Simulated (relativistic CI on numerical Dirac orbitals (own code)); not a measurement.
**Pd²⁺: L-alpha,beta X-ray emission**

Computed with this model: Dirac-Coulomb-Breit CI, orbitals from a KLI potential per configuration, model QED (radiative potential, 1s self-energy scaled to tabulated hydrogen-like ionisation energies), multiplet model of X-ray emission after core ionisation, unscaled Slater integrals; configurations [Kr] 4d8 → [He] 2s2 2p5 3s2 3p6 3d10 4s2 4p6 4d8 → [Ar] 3d9 4s2 4p6 4d8; 300 K; Lorentzian 2 eV and Gaussian 0.6 eV FWHM. Energies are those of the free ion, without screening or charge transfer. S is read from ⟨S²⟩ = S(S + 1).

Field parameters in Wybourne normalisation: Oh B⁴₀ = 21Dq, B⁴₄ = √(5/14) B⁴₀. The field is a parameter set, without covalency.

free ion: ground-state S = 1.00, centroid 2891.20 eV. Peaks (eV, height): 2840.0 (100), 2990.2 (45), 2994.4 (16).

Oh, 10Dq = 4700 cm⁻¹: ground-state S = 1.00, centroid 2891.21 eV. Peaks (eV, height): 2840.0 (100), 2990.2 (36), 2991.2 (36).

Oh, 10Dq = 13000 cm⁻¹: ground-state S = 1.00, centroid 2891.19 eV. Peaks (eV, height): 2840.0 (100), 2991.2 (38).

Oh, 10Dq = 37900 cm⁻¹: ground-state S = 1.00, centroid 2891.16 eV. Peaks (eV, height): 2840.0 (100), 2992.2 (38).

Strongest unbroadened transitions for Oh, 10Dq = 4700 cm⁻¹:

| Energy (eV) | Relative strength |
| --- | --- |
| 2839.50 | 19.0 |
| 2839.64 | 13.7 |
| 2839.78 | 50.1 |
| 2839.80 | 19.3 |
| 2839.84 | 24.3 |
| 2840.01 | 100.0 |
| 2840.03 | 73.1 |
| 2840.05 | 69.0 |
| 2840.66 | 25.9 |
| 2840.72 | 29.4 |
| 2840.85 | 51.8 |
| 2989.75 | 24.9 |
| 2989.91 | 70.5 |
| 2991.24 | 22.6 |
| 2991.49 | 24.4 |
| 2991.86 | 32.5 |
| 2991.98 | 18.8 |
| 2991.99 | 16.6 |
